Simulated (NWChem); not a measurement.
Species: CH2F2O2Si; SMILES F[SiH](F)C(O)=O

```xyz
8

O      1.2860     1.4718     0.0000
C      0.1320     1.1056     0.0000
O     -0.9203     1.9604     0.0000
Si    -0.4052    -0.7325     0.0000
F      0.2398    -1.4080    -1.2984
F      0.2398    -1.4080     1.2984
H     -0.5529     2.8693     0.0000
H     -1.8641    -0.9432     0.0000
```
Atoms are numbered in this order, from 1.

Computed with NWChem. Pople sets run with spherical d functions. Coordinates come from a B3LYP/6-31G* (spherical d) optimisation. Level: M06-2X/6-31G* with SMD (1 M gas to 1 M solution), gas-phase geometry. Reactions with the solvent are ignored.

### Question
Among these, which solvent gives the highest value of “cavity-dispersion-structure term (kcal/mol)”?
(A) cyclohexanone
(B) 1-octanol
(C) acetone
(D) water

### Answer
D, water. Values: acetone -0.5; cyclohexanone -0.3; 1-octanol 3.2; water 5.1
